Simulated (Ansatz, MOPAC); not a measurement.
Molecule: C4H10Se2 (charge 0, singlet). SMILES: [Se](C)C([Se]C)C

Atoms: C1, Se2, C3, C4, Se5, C6, H7, H8, H9, H10, H11, H12, H13, H14, H15, H16. Bonds: C1-Se2, C1-H7, C1-H8, C1-H9, Se2-C3, C3-C4, C3-Se5, C3-H10, C4-H11, C4-H12, C4-H13, Se5-C6, C6-H14, C6-H15, C6-H16.

Bond lengths (Å) and angles (degrees) optimised at PM6 with MOPAC; HF/STO-3G with Ansatz (a quantum-chemistry and plane-wave program); PBE/6-31G* with LANL2DZ past Ar with Ansatz, each started from the B3LYP-D3(BJ)/def2-TZVP structure (Ansatz) of the last column. A row stands for all coordinates that are equal there; 11 of 35 kinds are shown. 6-31G* holds six Cartesian d functions. No wavenumbers were computed at HF/STO-3G, PBE/6-31G* with LANL2DZ past Ar, so these may be saddle points.

```csv
coordinate,PM6,HF/STO-3G,PBE/6-31G* with LANL2DZ past Ar,B3LYP-D3(BJ)/def2-TZVP
C1-Se2,1.951,1.927,2.002,1.960
C1-H7,1.093 to 1.097,1.085,1.100,1.088
C1-H8,1.095,1.085,1.100,1.087
Se2-C3,1.976,1.949,2.013,1.969
C3-C4,1.511,1.547,1.522,1.518
C3-Se5,1.977,1.958,2.028,1.979
C3-H10,1.114,1.090,1.102,1.089
C4-H11,1.102,1.086,1.104,1.091
C1-Se2-C3,97.7,97.4,96.9,97.6
Se2-C3-C4,109.1,109.0,109.5,109.5
Se2-C3-Se5,107.4,112.5,108.8,108.8
```

A range marks coordinates that this level makes unequal.

Mean signed difference of all 15 bond lengths from B3LYP-D3(BJ)/def2-TZVP: PM6 0.005 Å, HF/STO-3G -0.007 Å, PBE/6-31G* with LANL2DZ past Ar 0.020 Å.
